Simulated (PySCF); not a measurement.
Gas-phase reaction: AlF3 + 6 HBr = AlH3 + 3 HF + 3 Br2

Computed with PySCF and rigid-rotor harmonic-oscillator thermochemistry at 1 bar. † marks an energy on the PBE0/def2-TZVP geometry and frequencies. CCSD(T) freezes the core. All species are closed-shell singlets. Br: all electrons, no relativistic terms. AlH3: computed as isolated molecules; such fragments, hydroxides, amides, oligomers or adducts are transient or little studied in the gas. CCSD(T) isn't extrapolated to the basis-set limit.

```json
[
 {"level": "BLYP/def2-TZVP†", "ΔH°(298 K), kJ": "806"},
 {"level": "CCSD(T)/def2-SVP†", "ΔH°(298 K), kJ": "906"},
 {"level": "CCSD(T)/def2-TZVPP†", "ΔH°(298 K), kJ": "863"},
 {"level": "M06-2X/def2-TZVP†", "ΔH°(298 K), kJ": "[?]"},
 {"level": "PBE/def2-TZVP†", "ΔH°(298 K), kJ": "[?]"}
]
```

Task: Complete the blanks.

Result: 
- M06-2X/def2-TZVP†, ΔH°(298 K), kJ: 833
- PBE/def2-TZVP†, ΔH°(298 K), kJ: 791
